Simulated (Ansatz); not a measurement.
System: InCl3 (charge +1, doublet). 
Coordinates optimised at B3LYP-D3(BJ)/def2-TZVP (Ansatz, a quantum-chemistry and plane-wave program):
```xyz
4

In    -0.1621     0.1519    -0.1639
Cl     2.0754    -0.6327     0.1509
Cl    -0.1306    -1.1904     1.8155
Cl    -1.4776     1.3851    -1.4940
```
Charge +1, spin multiplicity 2.

Parts of the frozen-core correlation energy in STO-3G (Ansatz, hartree). Frozen orbitals: 38; correlated occupied orbitals by spin: 12 and 11; virtual: 4 and 5. UHF or UKS for open shells. Spin-orbit coupling is left out. In def2 rows, elements after Kr have scalar-relativistic effective core potentials. STO-3G rows are all-electron and non-relativistic. The program attaches cautions to this run: other roots.

| term | value |
|---|---|
| reference (HF) | -7046.54784 |
| MP2 opposite-spin | -0.02674 |
| MP2 same-spin | -0.00879 |
| CCSD correlation | -0.04905 |
| (T) | -0.00277 |
| T1 diagnostic | 0.016 |
| largest doubles amplitude | 0.088 |
| <S^2> of the reference | 0.765 |
